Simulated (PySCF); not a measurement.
Dy⁵⁶⁺ (dysprosium, charge +56) across methods

[Ne], closed-shell 1S. Calculation: PySCF 2.14, in an uncontracted even-tempered set (19 s from 33 bohr⁻², ratio 2.2; 13 p from 43 bohr⁻², ratio 2.2; 6 d from 170 bohr⁻², ratio 2.4; 5 f from 260 bohr⁻², ratio 2.4; 4 g from 390 bohr⁻², ratio 2.4); the spin-free X2C one-electron Hamiltonian (Gaussian nucleus).

```tsv
method	E (hartree)	mean ε 1s (eV)	mean ε 2s (eV)	mean ε 2p (eV)	Σ⟨r²⟩ (bohr²)	⟨S²⟩
LDA	-8589.91	-57981.6	-13134.8	-12201.4	0.06302	0.000
MN15	-8606.68	-58136.4	-13111.2	-12214.0	0.06302	0.000
PBE	-8598.34	-58038.4	-13146.2	-12206.5	0.06298	0.000
TPSSh	-8598.98	-58126.2	-13173.4	-12224.9	0.06296	0.000
UHF	-8598.12146	-58568.6	-13332.6	-12356.0	0.06290	0.000
r2SCAN	-8599.10	-58108.7	-13174.2	-12224.7	0.06292	0.000
```

Problem. Estimate the same row for PBE0.

Solution. E (hartree) = -8598.39; mean ε 1s (eV) = -58171.1; mean ε 2s (eV) = -13193.3; mean ε 2p (eV) = -12244.3; Σ⟨r²⟩ (bohr²) = 0.06296; ⟨S²⟩ = 0.000.

Spin-orbit coupling, which splits the p, d and f shells strongly at this Z, is absent.
